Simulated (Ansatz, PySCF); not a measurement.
disilazane anion (H7NSi2), SMILES [SiH3]N[SiH3] (connectivity only; charge and spin as stated), charge -1, multiplicity 2. Atoms are numbered in the order given.

```xyz
10

Si     1.6117    -0.3287     0.1543
N     -0.1203    -0.4742    -0.6275
Si    -1.4859     0.4022    -0.0690
H      3.1095     0.1429     0.4039
H      1.0447     0.4946     1.3150
H      1.7780    -1.7255     0.7307
H     -0.1470    -0.8172    -1.5811
H     -1.9914    -0.0335     1.2822
H     -2.6655     0.2620    -1.0058
H     -1.2890     1.8929     0.0768
```
Charge -1, spin multiplicity 2.

Geometry optimised at PBE0-D3(BJ)/def2-SVPD. The spin state was assumed, not searched.

Two levels are set side by side: PBE-D3(BJ)/def2-SVPD (Ansatz, a quantum-chemistry and plane-wave program) and PBE0-D3(BJ)/def2-SVPD (Ansatz). Each level has its own optimised geometry; the coordinates shown are those of the second. Frequencies come from the Hessian of PySCF at each geometry. Differences are taken from unrounded values.

| quantity | PBE0-D3(BJ) |
|---|---|
| mean bond length (Å) | 1.534 |
| bond Si1–N2 (Å) | 1.906 |
| bond N2–Si3 (Å) | 1.716 |
| bond Si1–H4 (Å) | 1.590 |
| bond Si1–H5 (Å) | 1.532 |
| bond Si1–H6 (Å) | 1.520 |
| bond N2–H7 (Å) | 1.014 |
| bond Si3–H8 (Å) | 1.507 |
| bond Si3–H9 (Å) | 1.513 |
| bond Si3–H10 (Å) | 1.511 |
| highest harmonic wavenumber (cm⁻¹) | 3624 |
| mean harmonic wavenumber (cm⁻¹) | 1115 |
| zero-point energy (kcal/mol) | 38.25 |

Task: What does PBE-D3(BJ) give, and how far is it from PBE0-D3(BJ)? (An estimate is asked for; the answer gives what the named calculation found.)

Result: 
| quantity | PBE-D3(BJ) | PBE-D3(BJ) minus PBE0-D3(BJ) |
|---|---|---|
| mean bond length (Å) | 1.543 | 0.008 |
| bond Si1–N2 (Å) | 1.893 | -0.013 |
| bond N2–Si3 (Å) | 1.754 | 0.038 |
| bond Si1–H4 (Å) | 1.583 | -0.007 |
| bond Si1–H5 (Å) | 1.531 | -0.001 |
| bond Si1–H6 (Å) | 1.531 | 0.010 |
| bond N2–H7 (Å) | 1.025 | 0.011 |
| bond Si3–H8 (Å) | 1.531 | 0.024 |
| bond Si3–H9 (Å) | 1.526 | 0.013 |
| bond Si3–H10 (Å) | 1.511 | 0.000 |
| highest harmonic wavenumber (cm⁻¹) | 3456 | -168 |
| mean harmonic wavenumber (cm⁻¹) | 1062 | -53 |
| zero-point energy (kcal/mol) | 36.45 | -1.80 |

Exact exchange shortens and stiffens bonds; PBE has none. Differences between two approximate levels are no errors against the true value.
